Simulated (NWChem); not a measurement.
# CH4BBrO; SMILES CB(Br)O

```xyz
8

B      0.0834    -0.9700     0.0000
Br     0.0317     1.0100     0.0000
C     -1.2497    -1.7863     0.0000
H     -1.8599    -1.5376     0.8772
H     -1.0595    -2.8646     0.0000
H     -1.8599    -1.5376    -0.8772
O      1.2902    -1.5703     0.0000
H      2.0321    -0.9453     0.0000
```
Atoms are numbered in this order, from 1.

Program: NWChem. Pople sets run with spherical d functions. STO-3G and 3-21G are far too small for this property and stand as cheap habits. All runs use the structure optimised with B3LYP/6-31G* (spherical d). Field at 589 nm.

Problem. Order these by “anisotropy (bohr³)”, lowest first: B3LYP/STO-3G; B3LYP/def2-SVPD; B3LYP/6-31G*; B3LYP/aug-cc-pVDZ.

Solution. B3LYP/STO-3G (17.8), B3LYP/def2-SVPD (19.2), B3LYP/aug-cc-pVDZ (20.1), B3LYP/6-31G* (22.7)
